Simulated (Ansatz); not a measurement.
Na₂Pb⁻, relaxed as a doublet with UKS PBE0-D4/def2-TZVPD in Ansatz, starting from the GFN1-xTB geometry. Force threshold 0.02 eV/Å.

In the def2 sets Pb takes a core potential; there is no spin–orbit coupling. The charge -1 doublet is spin-contaminated (final ⟨S²⟩ up to 1.41, 0.75 for a pure state). The highest occupied level of the charge -1 doublet lies above zero (up to 0.00 eV). Its loss leaves the charge 0 triplet, which lies 1.01 eV higher (vertical, at PBE0-D4/def2-TZVPD), but this difference is unsure: the triplet is doubtful (geometry relaxed on an unsound state). The relaxation made no stability test and no search for a lower SCF solution. The structure comes from a short search, and lower isomers may exist.

Start:

```xyz
3

Na   -1.135   -0.394    0.129
Na    1.219   -1.658   -1.250
Pb   -0.084    2.052    1.121
```

| step | energy (eV) | largest force component (eV/Å) | SCF passes |
| --- | --- | --- | --- |
| 1 | -14075.9446 | 0.513 | 51 |
| 2 | -14076.0153 | 0.411 | 35 |
| 3 | -14076.1301 | 0.228 | 41 |
| 4 | -14076.2880 | 0.361 | 41 |
| 5 | -14076.4601 | 0.363 | 31 |
| 6 | -14076.5670 | 0.169 | 30 |
| 7 | -14076.6159 | 0.047 | 30 |
| 8 | -14076.6177 | 0.022 | 28 |
| 9 | -14076.6189 | 0.006 | 27 |

Force components are those of the run's own axes.

End:

```tsv
atom	x (Å)	y (Å)	z (Å)
Na1	-2.0213	-0.4927	0.3420
Na2	1.6226	-0.9235	-0.9788
Pb3	0.3987	1.4162	0.6368
```

Bonds formed: Na2–Pb3 (atoms count from 1). Metal–metal contacts that move far: Na1–Na2 3.01 to 3.90 Å. The end is the same structure that another start reached.

No frequencies were taken in this run, so the end may be a saddle point.

Run time 16 s (4 threads of Intel Xeon Platinum 8488C on a shared host).
